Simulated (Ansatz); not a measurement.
`[CH3][Al]([F])[SH]` + H₂O → `[CH3][Al]([OH])[SH]` + H–F at 400 K and 1 bar (formal hydrolysis of the Al–F bond).

Calculated with Ansatz (gas phase, PBE0-D4/def2-TZVP geometries, no zero-point term in ΔE). CCSD(T)/CBS adds triple-zeta CCSD(T) − MP2 to the extrapolated MP2 energy (def2 sets, frozen cores). This one scheme is used for every species. One conformer a species, not always the lowest.

```tsv
species	CCSD(T)/CBS energy (Eh)	H − E (kJ/mol)	S (J/(mol·K))
`[CH3][Al]([F])[SH]`	-780.18144	156.3	377.9
H₂O	-76.37941	69.8	198.6
`[CH3][Al]([OH])[SH]`	-756.14636	188.3	387.7
H–F	-100.39570	36.5	182.2
```

H − E and S are ideal-gas, rigid-rotor, harmonic terms from PBE0-D4/def2-TZVP, for one conformer and one mirror image of each species. 1 Eh = 2625.50 kJ/mol, R = 8.31446 J/(mol·K).

Q: By hand: ΔE, ΔH, ΔS and ΔG.

A: ΔE = (-756.14636) + (-100.39570) − (-780.18144) − (-76.37941) = 0.01879 Eh = 49.3 kJ/mol. Δ(H − E) = 188.3 + 36.5 − 156.3 − 69.8 = -1.3, so ΔH = 48.0 kJ/mol. ΔS = 387.7 + 182.2 − 377.9 − 198.6 = -6.6 J/(mol·K). ΔG = 48.0 − 400 × (-6.6)/1000 = 50.6 kJ/mol.

Q: By hand: the equilibrium constant, and the temperature at which ΔG would vanish if ΔH and ΔS stayed fixed.

A: log₁₀ K = −ΔG/(RT ln 10) = -6.6. ΔH and −TΔS have one sign here, so there is no such temperature.

The number of gas molecules stays the same, so ΔS is small and ΔH decides. A doubt of 5 kJ/mol in ΔE shifts log₁₀ K by 0.7 here. Other conformers and mirror images would add mixing entropy, several J/(mol·K) or more a flexible species. Modes under 60 cm⁻¹, often nearly free rotors, make the harmonic entropy too high. These are equilibria of isolated gas molecules and say nothing of rates. Largest T1 diagnostic: 0.011 (customary marks: 0.02 for closed shells, 0.045 for open ones).

ΔS is within the doubt of such terms, so its sign, and with it that verdict, could turn.
